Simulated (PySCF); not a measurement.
Electron correlation in Ne⁺ (neon, charge +1)

[He] 2s1 2p6, 2S determinant (an excited configuration). Computed with PySCF 2.14 in aug-cc-pVTZ (5s4p3d2f, 46 functions), with the non-relativistic Hamiltonian (point nucleus). Frozen: 1s2; 7 electrons correlated.

MP2 pair energies summed by pair of shells (mhartree):

```csv
pair,energy,share (%)
2p-2p,-244.04,88.1
2s-2p,-33.03,11.9
```

Total MP2 correlation energy: -277.08 mhartree.

Same-spin part -59.66 and opposite-spin part -217.41 mhartree; SCS-MP2 scales them by 1/3 and 6/5 to -280.78 mhartree.
